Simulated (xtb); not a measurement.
A run for xtb: GFN2-xTB on BiH3O (SMILES [OH][BiH2]), a point of a torsion scan.

```
$ xtb mol.xyz --gfn 2 --sp --chrg 0 --uhf 0
5

O      1.20739397    -0.46289503    -0.27062680
Bi    -0.56351727    -0.07776074     0.83165921
H      1.83333061     0.24492308    -0.12437351
H     -0.86440627     1.46200392    -0.01706937
H     -1.53832281    -0.87947699    -0.40512181
```

It printed:

```
[...]
           -------------------------------------------------
          |                Calculation Setup                |
           -------------------------------------------------



           -------------------------------------------------
          |                 G F N 2 - x T B                 |
           -------------------------------------------------

        Reference                      10.1021/acs.jctc.8b01176
      * Hamiltonian:
        H0-scaling (s, p, d)           1.850000    2.230000    2.230000
        zeta-weighting                 0.500000
      * Dispersion:
        s8                             2.700000
        a1                             0.520000
        a2                             5.000000
        s9                             5.000000
      * Repulsion:
        kExp                           1.500000    1.000000
        rExp                           1.000000
      * Coulomb:
        alpha                          2.000000
        third order                    shell-resolved
        anisotropic                    true
        a3                             3.000000
        a5                             4.000000
        cn-shift                       1.200000
        cn-exp                         4.000000
        max-rad                        5.000000


          ...................................................
          :                      SETUP                      :
          :.................................................:
          :  # basis functions                  11          :
          :  # atomic orbitals                  11          :
          :  # shells                            7          :
          :  # electrons                        14          :
          :  max. iterations                   250          :
          :  Hamiltonian                  GFN2-xTB          :
          :  restarted?                      false          :
          :  GBSA solvation                  false          :
          :  PC potential                    false          :
          :  electronic temp.          300.0000000     K    :
          :  accuracy                    1.0000000          :
          :  -> integral cutoff          0.2500000E+02      :
          :  -> integral neglect         0.1000000E-07      :
          :  -> SCF convergence          0.1000000E-05 Eh   :
          :  -> wf. convergence          0.1000000E-03 e    :
          :  Broyden damping             0.4000000          :
          :  net charge                          0          :
          :  unpaired electrons                  0          :
          ...................................................

 iter      E             dE          RMSdq      gap      omega  full diag
   1     -7.9623497 -0.796235E+01  0.104E+01    6.31       0.0  T
   2     -7.9659510 -0.360139E-02  0.474E+00    6.05       1.0  T
   3     -7.9667145 -0.763499E-03  0.108E+00    5.92       1.0  T
   4     -7.9668026 -0.880401E-04  0.329E-01    5.85       1.0  T
   5     -7.9668106 -0.801684E-05  0.872E-02    5.85       1.0  T
   6     -7.9668117 -0.112780E-05  0.544E-02    5.86       1.0  T
   7     -7.9668118 -0.492391E-07  0.125E-02    5.86       3.6  T
   8     -7.9668118 -0.317876E-07  0.189E-03    5.86      23.7  T
   9     -7.9668118 -0.983749E-09  0.533E-04    5.86      83.8  T
  10     -7.9668118 -0.380123E-10  0.236E-04    5.86     189.6  T

   *** convergence criteria satisfied after 10 iterations ***

         #    Occupation            Energy/Eh            Energy/eV
      -------------------------------------------------------------
         1        2.0000           -0.9287091             -25.2715
         2        2.0000           -0.6462014             -17.5840
         3        2.0000           -0.5222539             -14.2113
         4        2.0000           -0.4563728             -12.4185
         5        2.0000           -0.4374030             -11.9023
         6        2.0000           -0.4229006             -11.5077
         7        2.0000           -0.3883760             -10.5682 (HOMO)
         8                         -0.1729015              -4.7049 (LUMO)
         9                         -0.0927745              -2.5245
        10                          0.0117734               0.3204
        11                          0.2002643               5.4495
      -------------------------------------------------------------
                  HL-Gap            0.2154746 Eh            5.8634 eV
             Fermi-level           -0.2806387 Eh           -7.6366 eV

 SCC (total)                   0 d,  0 h,  0 min,  0.002 sec
 SCC setup                      ...        0 min,  0.000 sec (  5.119%)
 Dispersion                     ...        0 min,  0.000 sec (  1.098%)
 classical contributions        ...        0 min,  0.000 sec (  0.633%)
 integral evaluation            ...        0 min,  0.000 sec ( 12.642%)
 iterations                     ...        0 min,  0.001 sec ( 54.619%)
 molecular gradient             ...        0 min,  0.000 sec ( 19.410%)
 printout                       ...        0 min,  0.000 sec (  5.991%)

         :::::::::::::::::::::::::::::::::::::::::::::::::::::
         ::                     SUMMARY                     ::
         :::::::::::::::::::::::::::::::::::::::::::::::::::::
         :: total energy              -7.943519981930 Eh    ::
         :: gradient norm              0.002024808288 Eh/a0 ::
         :: HOMO-LUMO gap              5.863361327649 eV    ::
         ::.................................................::
         :: SCC energy                -7.966811686253 Eh    ::
         :: -> isotropic ES            0.054725873892 Eh    ::
         :: -> anisotropic ES          0.001330999208 Eh    ::
         :: -> anisotropic XC          0.002604265844 Eh    ::
         :: -> dispersion             -0.002115952295 Eh    ::
         :: repulsion energy           0.023291704323 Eh    ::
         :: add. restraining           0.000000000000 Eh    ::
         :: total charge               0.000000000000 e     ::
         :::::::::::::::::::::::::::::::::::::::::::::::::::::

           -------------------------------------------------
          |                Property Printout                |
           -------------------------------------------------

    * Orbital Energies and Occupations

         #    Occupation            Energy/Eh            Energy/eV
      -------------------------------------------------------------
         1        2.0000           -0.9287091             -25.2715
         2        2.0000           -0.6462014             -17.5840
         3        2.0000           -0.5222539             -14.2113
         4        2.0000           -0.4563728             -12.4185
         5        2.0000           -0.4374030             -11.9023
         6        2.0000           -0.4229006             -11.5077
         7        2.0000           -0.3883760             -10.5682 (HOMO)
         8                         -0.1729015              -4.7049 (LUMO)
         9                         -0.0927745              -2.5245
        10                          0.0117734               0.3204
        11                          0.2002643               5.4495
      -------------------------------------------------------------
                  HL-Gap            0.2154746 Eh            5.8634 eV
             Fermi-level           -0.2806387 Eh           -7.6366 eV

     #   Z          covCN         q      C6AA      α(0)
     1   8 O        1.579    -0.579    24.724     6.710
     2  83 Bi       2.698     0.553   434.555    39.637
     3   1 H        0.848     0.276     0.790     1.393
     4   1 H        0.940    -0.140     7.165     4.185
     5   1 H        0.943    -0.111     5.945     3.812
Note: The following floating-point exceptions are signalling: IEEE_DENORMAL
normal termination of xtb

 Mol. C6AA /au·bohr⁶  :        998.240639
 Mol. C8AA /au·bohr⁸  :      82303.862792
 Mol. α(0) /au        :         55.736430


Wiberg/Mayer (AO) data.
largest (>0.10) Wiberg bond orders for each atom

 ---------------------------------------------------------------------------
     #   Z sym  total        # sym  WBO       # sym  WBO       # sym  WBO
 ---------------------------------------------------------------------------
     1   8 O    1.870 --     3 H    0.919     2 Bi   0.909
     2  83 Bi   2.819 --     5 H    0.962     4 H    0.946     1 O    0.909
     3   1 H    0.924 --     1 O    0.919
     4   1 H    0.981 --     2 Bi   0.946
     5   1 H    0.988 --     2 Bi   0.962
 ---------------------------------------------------------------------------

Topologies differ in total number of bonds
Writing topology from bond orders to xtbtopo.mol

molecular dipole:
                 x           y           z       tot (Debye)
 q only:       -0.405       0.352       1.190
   full:       -0.219       0.435       1.587       4.220
molecular quadrupole (traceless):
                xx          xy          yy          xz          yz          zz
 q only:       -0.093       2.671      -2.135      -1.093      -0.818       2.228
  q+dip:       -1.098       3.679      -2.216      -0.110      -1.470       3.314
   full:       -0.034       3.590      -2.305      -0.951      -1.093       2.339


           -------------------------------------------------
          | TOTAL ENERGY               -7.943519981930 Eh   |
          | GRADIENT NORM               0.002024808288 Eh/α |
          | HOMO-LUMO GAP               5.863361327649 eV   |
           -------------------------------------------------

------------------------------------------------------------------------
------------------------------------------------------------------------
 total:
 SCF:
```

The run finished.

Cost: around 0.03 core-seconds (rough).
